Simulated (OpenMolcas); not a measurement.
**Ar3+: input and output**

Input:

```
&GATEWAY
Coord
1

Ar 0.0 0.0 0.0
Basis=ANO-R1
Group=XYZ
NoMove
AngMom=0.0 0.0 0.0
AMFI
&SEWARD
* reference wave functions (RASSCF and RASSI steps not shown): 5 electrons in 4 orbitals (3s 3p)
>>> COPY JOB001 $Project.JobIph
&CASPT2
Multistate=1 1
Frozen=1 0
IPEA=0.5
Imaginary=0.1
MaxIter=60
WThr=0.0 0.3 0.05
PrWF=0.5
NoMix
>>> COPY JOB002 $Project.JobIph
&CASPT2
Multistate=8 1 2 3 4 5 6 7 8
Frozen=1 0
IPEA=0.5
Imaginary=0.1
MaxIter=60
WThr=0.0 0.3 0.05
PrWF=0.5
NoMix
>>> COPY JOB003 $Project.JobIph
&CASPT2
Multistate=3 1 2 3
Frozen=1 0
IPEA=0.5
Imaginary=0.1
MaxIter=60
WThr=0.0 0.3 0.05
PrWF=0.5
NoMix
...
```

Output, cut to the results:

```
--- CASPT2 ---
Orbital specifications:
      -----------------------

      Symmetry species                           1   2
                                                ag  au
      Frozen orbitals                            1   0
      Inactive orbitals                          1   3
      Active orbitals                            1   3
      Secondary orbitals                         6   3
      Deleted orbitals                           0   0
      Number of basis functions                  9   9
Type of calculation                        SS-CASPT2
      Fock operator                              state-specific
      IPEA shift                                 0.50
      Real shift                                 0.00
      Imaginary shift                            0.10
      The input orbitals will be transformed to quasi-canonical
Reference energy:        -525.6530863246
      E2 (Non-variational):      -0.0779786632
      Shift correction:          -0.0000857511
      E2 (Variational):          -0.0780644143
      Total energy:            -525.7311507389
      Residual norm:              0.0000002960
      Reference weight:           0.97590
      Contributions to the CASPT2 correlation energy
      Active & Virtual Only:         -0.0697723739
      One Inactive Excited:          -0.0043813085
      Two Inactive Excited:          -0.0038249807
::    CASPT2 Root  1     Total energy:   -525.73115074
--- CASPT2 ---
Orbital specifications:
      -----------------------

      Symmetry species                           1   2
                                                ag  au
      Frozen orbitals                            1   0
      Inactive orbitals                          1   3
      Active orbitals                            1   3
      Secondary orbitals                         6   3
      Deleted orbitals                           0   0
      Number of basis functions                  9   9
Type of calculation                        MS-CASPT2
      Fock operator                              state-specific
      IPEA shift                                 0.50
      Real shift                                 0.00
      Imaginary shift                            0.10
      The input orbitals will be transformed to quasi-canonical
Reference energy:        -525.5352812917
      E2 (Non-variational):      -0.0887450771
      Shift correction:          -0.0001173113
      E2 (Variational):          -0.0888623884
      Total energy:            -525.6241436801
      Residual norm:              0.0000001752
      Reference weight:           0.97021
      Contributions to the CASPT2 correlation energy
      Active & Virtual Only:         -0.0802455507
      One Inactive Excited:          -0.0044548080
      Two Inactive Excited:          -0.0040447184
Reference energy:        -525.5352812917
      E2 (Non-variational):      -0.0881287271
      Shift correction:          -0.0001156814
      E2 (Variational):          -0.0882444085
      Total energy:            -525.6235257002
      Residual norm:              0.0000001731
      Reference weight:           0.97053
      Contributions to the CASPT2 correlation energy
      Active & Virtual Only:         -0.0796310532
      One Inactive Excited:          -0.0044527252
      Two Inactive Excited:          -0.0040449487
::    CASPT2 Root  1     Total energy:   -525.62414368
::    CASPT2 Root  2     Total energy:   -525.62352570
::    CASPT2 Root  3     Total energy:   -525.62443132
::    CASPT2 Root  4     Total energy:   -525.62449991
::    CASPT2 Root  5     Total energy:   -525.62359918
::    CASPT2 Root  6     Total energy:   -525.56504851
::    CASPT2 Root  7     Total energy:   -525.56504851
::    CASPT2 Root  8     Total energy:   -525.56504851
::    MS-CASPT2 Root  1     Total energy:   -525.62640999
::    MS-CASPT2 Root  2     Total energy:   -525.62495111
::    MS-CASPT2 Root  3     Total energy:   -525.62447354
::    MS-CASPT2 Root  4     Total energy:   -525.62340764
::    MS-CASPT2 Root  5     Total energy:   -525.62096027
::    MS-CASPT2 Root  6     Total energy:   -525.56504849
::    MS-CASPT2 Root  7     Total energy:   -525.56504791
::    MS-CASPT2 Root  8     Total energy:   -525.56504638
--- CASPT2 ---
Orbital specifications:
      -----------------------

      Symmetry species                           1   2
                                                ag  au
      Frozen orbitals                            1   0
      Inactive orbitals                          1   3
      Active orbitals                            1   3
      Secondary orbitals                         6   3
      Deleted orbitals                           0   0
      Number of basis functions                  9   9
Type of calculation                        MS-CASPT2
      Fock operator                              state-specific
      IPEA shift                                 0.50
      Real shift                                 0.00
      Imaginary shift                            0.10
      The input orbitals will be transformed to quasi-canonical
Reference energy:        -525.0815931394
      E2 (Non-variational):      -0.0969630863
      Shift correction:          -0.0002944388
      E2 (Variational):          -0.0972575252
      Total energy:            -525.1788506646
      Residual norm:              0.0000001303
      Reference weight:           0.95462
      Contributions to the CASPT2 correlation energy
      Active & Virtual Only:         -0.0890429555
      One Inactive Excited:          -0.0044130803
      Two Inactive Excited:          -0.0035070505
Reference energy:        -525.0815931394
      E2 (Non-variational):      -0.0969630863
      Shift correction:          -0.0002944388
      E2 (Variational):          -0.0972575252
      Total energy:            -525.1788506646
      Residual norm:              0.0000001303
      Reference weight:           0.95462
      Contributions to the CASPT2 correlation energy
...
```

Levels above the lowest, from the spin-orbit matrix with the single-state CASPT2 energies, averaged by term, on its diagonal:

| Configuration | Term | J | E (cm-1) | Measured (cm-1) | g | Term weight % |
| --- | --- | --- | --- | --- | --- | --- |
| 3s2 3p3 | 4S* | 3/2 | 0.0 | 0.0 | 2.002 | 100 |
| 3s2 3p3 | 2D* | 3/2 | 23410 | 21091 | 0.805 | 99 |
| 3s2 3p3 | 2D* | 5/2 | 23550 | 21220 | 1.200 | 100 |
| 3s2 3p3 | 2P* | 1/2 | 36520 | 34855 | 0.666 | 100 |
| 3s2 3p3 | 2P* | 3/2 | 36660 | 35032 | 1.329 | 99 |
| 3s 3p4 | 4P | 5/2 | 120620 | 117563 | 1.601 | 100 |
| 3s 3p4 | 4P | 3/2 | 121660 | 118516 | 1.735 | 100 |
| 3s 3p4 | 4P | 1/2 | 122250 | 119043 | 2.670 | 100 |
| 3s 3p4 | 2D | 3/2 | 161570 | 145921 | 0.800 | 100 |
| 3s 3p4 | 2D | 5/2 | 161590 | 145999 | 1.201 | 100 |
| 3s 3p4 | 2S | 1/2 | 192800 | 177832 | 1.998 | 100 |
| 3s 3p4 | 2P | 3/2 | 207860 | 222956 | 1.334 | 100 |
| 3s 3p4 | 2P | 1/2 | 209120 | 224019 | 0.671 | 100 |

Against the 12 measured excited levels shown (Saloman, J. Phys. Chem. Ref. Data 39, 033101 (2010)) the mean absolute deviation is 7800 cm-1; the largest miss in energy is 3s 3p4 2D 3/2: computed 161570, measured 145921 cm-1 (+10.7 %).

CASPT2 breaks the degeneracy within a term, and the mean is taken; among the terms shown or strongly mixed into the levels shown the widest spread is 910 cm-1 (3s 3p4 2D). Over all roots computed the reference weight is 0.93 to 0.98; the roots of lowest weight are the least certain, and an intruder state may touch them. Terms of s pⁿ other than that of highest spin mix with s² pⁿ⁻² d, which this space lacks; all of them can be thousands of cm-1 off, and some have no real level of that name. The basis is small and was not contracted for so high a charge. Measured partners are found by configuration, term and J. A level has none where our copy of the source lacks it or the pairing is in doubt (some pairs that miss far off the trend of their configuration count as doubtful), and it then counts in no deviation. Only configurations of the active space appear. The first state left out of the spin-orbit step lies near 340000 cm-1 above the lowest spin-free state of the reference (among the parities and spins computed), and the list stops at four fifths of that energy or lower.

The term weight is that of the spin-free term in the level, not the purity of its configuration. * marks odd parity.
